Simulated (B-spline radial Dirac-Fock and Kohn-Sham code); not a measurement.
These are calculated numbers from a radial atomic solver; the model is one-electron (LDA, Dirac) transition rates at Dirac-Fock energies. Free neutral atoms.

**Question.** Order these holes by fluorescence yield, smallest first.
A. Eu M4 (3d3/2)
B. Sb M4 (3d3/2)
C. Ni L2 (2p1/2)
D. Ba M4 (3d3/2)
E. Er L2 (2p1/2)

**Answer.** B (0.000343), D (0.000556), A (0.00489), C (0.00813), E (0.216).
